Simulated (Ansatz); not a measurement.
Ideal-gas functions of `[OH][V]([OH])([OH])=[S]` at 600 K and 1 bar, from an Ansatz frequency run at PBE0-D4/def2-TZVP.

Molar mass 134.03 g/mol, point group Cs (symmetry number 1), electronic degeneracy 1, moments of inertia 145.929, 212.044, 212.783 u Å². Harmonic wavenumbers (cm⁻¹, unscaled): 197, 210, 215, 240, 256, 296, 308, 343, 583, 598, 639, 675, 774, 789, 806, 3839, 3890, 3893.

Use S(trans) = R[1.5 ln M + 2.5 ln T − 1.1517]; rotational temperatures θ = 24.2544 K / I; S(rot) = R[ln(√π/σ · √(T³/θAθBθC)) + 1.5]; for each mode x = 1.438777 ν̃/T, S = R[x/(eˣ − 1) − ln(1 − e⁻ˣ)] and H = RT x/(eˣ − 1); 1 cm⁻¹ = 0.0119627 kJ/mol; R = 8.31446 J/(mol·K).

**Question.** By hand: the entropy, in J/(mol·K).

**Answer.** Translation 184.5. Rotation: θ = 0.1662, 0.1144, 0.114 K, giving 122.5. Vibration, mode by mode: 14.63, 14.11, 13.91, 13.02, 12.50, 11.34, 11.02, 10.17, 6.17, 6.00, 5.53, 5.16, 4.27, 4.15, 4.02, 0.01, 0.01, 0.01, in all 136.0. Electronic 0.0. Sum 443.0 J/(mol·K).

**Question.** By hand: H − E and G − E in kJ/mol, counted from the electronic energy.

**Answer.** Zero-point energy ½ × 18551 × 0.0119627 = 111.0; thermal vibration 42.5; translation, rotation and pV give 4 RT = 20.0. H − E = 173.5 kJ/mol, and G − E = 173.5 − 600 × 443.0/1000 = -92.3 kJ/mol.

Vibration gives 31 % of the entropy. The sum counts one conformer and one mirror image; others add a mixing term.
